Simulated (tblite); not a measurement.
Species: C4H10GeO2Se.
SMILES with atom numbers: `[CH3:1][CH2:2][Se:3][Ge@H:4]([CH:5]=[O:6])[O:7][CH3:8]` (hydrogens: H9, H10, H11 on C1; H12, H13 on C2; H14 on Ge4; H15 on C5; H16, H17, H18 on C8)

Computed with GFN2-xTB (tblite), gas phase: L-BFGS steps from a force-field or distance-geometry start until the largest atomic force falls under 0.01 eV/Å.

Step 87: E = -731.6542 eV
```
atom  x, y, z in Å  |  force x, y, z in eV/Å
C1      2.9095   -0.8467    0.5059    0.004  -0.035   0.012
C2      1.5301   -0.2536    0.3163   -0.003  -0.038   0.022
Se3     0.8368   -0.5985   -1.5225    0.049  -0.011  -0.107
Ge4    -1.1330    0.6748   -1.1937   -0.011  -0.003   0.009
C5     -1.0266    2.6623   -0.7905   -0.138   0.147  -0.024
O6     -1.6406    3.4517   -1.4434    0.188  -0.141   0.105
O7     -1.8104    0.1391    0.3656   -0.043   0.037   0.017
C8     -2.2212   -1.1702    0.6986    0.014  -0.029  -0.007
H9      2.8527   -1.9259    0.3835    0.083  -0.046  -0.020
H10     3.6272   -0.4562   -0.2133   -0.074   0.047   0.000
H11     3.2660   -0.6303    1.5114    0.010   0.017   0.001
H12     1.5137    0.8271    0.4666    0.083  -0.024   0.002
H13     0.8299   -0.7282    1.0020   -0.065   0.072   0.061
H14    -2.1297    0.4243   -2.3381   -0.017  -0.032   0.021
H15    -0.4193    2.9805    0.0816   -0.061  -0.010  -0.052
H16    -3.1044   -1.4584    0.1257   -0.031  -0.010   0.057
H17    -1.4366   -1.9080    0.5132    0.067   0.010  -0.069
H18    -2.4529   -1.1776    1.7652   -0.054   0.048  -0.029
```

Step 88: E = -731.6574 eV
```
atom  x, y, z in Å  |  force x, y, z in eV/Å
C1      2.9035   -0.8518    0.5002    0.053  -0.055   0.039
C2      1.5259   -0.2539    0.3144    0.048  -0.036   0.064
Se3     0.8405   -0.5852   -1.5261    0.022  -0.004  -0.115
Ge4    -1.1343    0.6795   -1.1963    0.010   0.004   0.018
C5     -1.0408    2.6675   -0.7909   -0.170   0.294  -0.088
O6     -1.5979    3.4668   -1.4858    0.280  -0.293   0.258
O7     -1.8088    0.1409    0.3629   -0.054   0.029   0.009
C8     -2.2124   -1.1688    0.7045    0.026  -0.008  -0.001
H9      2.8450   -1.9301    0.3764    0.062  -0.075  -0.033
H10     3.6254   -0.4658   -0.2162   -0.078   0.075  -0.033
H11     3.2655   -0.6423    1.5046   -0.002   0.035   0.030
H12     1.5124    0.8250    0.4767    0.082  -0.015  -0.016
H13     0.8297   -0.7322    1.0011   -0.096   0.062   0.046
H14    -2.1136    0.4158   -2.3503   -0.042  -0.027   0.014
H15    -0.4886    2.9767    0.1249   -0.116  -0.028  -0.145
H16    -3.1000   -1.4619    0.1403   -0.004  -0.017   0.057
H17    -1.4244   -1.9036    0.5208    0.044   0.011  -0.088
H18    -2.4359   -1.1703    1.7726   -0.065   0.046  -0.015
```

Q: Estimate the geometry and energy of step 89. (The exact step hangs on the optimiser's Hessian estimate; all steps are aligned on step 88, rigid shifts and turns removed.)

A: E = -731.6628 eV, largest force 0.134 eV/Å
```
atom  x, y, z in Å  |  force x, y, z in eV/Å
C1      2.8995   -0.8546    0.4971    0.093  -0.066   0.063
C2      1.5225   -0.2552    0.3132    0.093  -0.028   0.091
Se3     0.8447   -0.5809   -1.5300   -0.020   0.011  -0.079
Ge4    -1.1355    0.6805   -1.1986    0.044  -0.003   0.028
C5     -1.0480    2.6690   -0.7886    0.001   0.028   0.073
O6     -1.5753    3.4738   -1.4911    0.037  -0.012  -0.040
O7     -1.8115    0.1432    0.3605   -0.058  -0.001  -0.012
C8     -2.2100   -1.1682    0.7055    0.029   0.031   0.007
H9      2.8475   -1.9325    0.3724    0.027  -0.093  -0.041
H10     3.6216   -0.4673   -0.2170   -0.064   0.094  -0.070
H11     3.2654   -0.6473    1.5001   -0.013   0.046   0.060
H12     1.5163    0.8229    0.4797    0.071   0.002  -0.037
H13     0.8280   -0.7277    1.0056   -0.111   0.036   0.011
H14    -2.1042    0.4033   -2.3564   -0.065  -0.023   0.000
H15    -0.5191    2.9732    0.1373   -0.042  -0.042  -0.017
H16    -3.1022   -1.4633    0.1487    0.034  -0.025   0.042
H17    -1.4174   -1.8994    0.5219   -0.003   0.021  -0.088
H18    -2.4310   -1.1635    1.7736   -0.054   0.024   0.009
```

The energy changes by -0.0054 eV. The first-order estimate −F·Δx gives -0.0085 eV and the mean of the old and new forces, exact on a quadratic surface, -0.0056 eV. The step makes an angle of 76° with the force vector and moves no atom by more than 0.033 Å.

What follows is the cost of the whole relaxation. Time: 2.9 s. Hardware: Arm Neoverse N1, one thread (shared host).
